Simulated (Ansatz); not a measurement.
Task: Predict a relaxed structure of Ag2F, charge 0, doublet, at PBE-D4/def2-TZVP (Ansatz).

Result: 
Cartesian coordinates in Å:
```
Ag 0.443 -0.757 -1.194
Ag -0.342 -0.389 1.388
F -0.101 1.147 -0.194
```
Point group C2v (tolerance 0.1 Å). This is one stationary point.

In the def2 sets Ag takes a core potential; there is no spin–orbit coupling. The relaxation made no stability test and no search for a lower SCF solution. The structure comes from a short search, and lower isomers may exist.
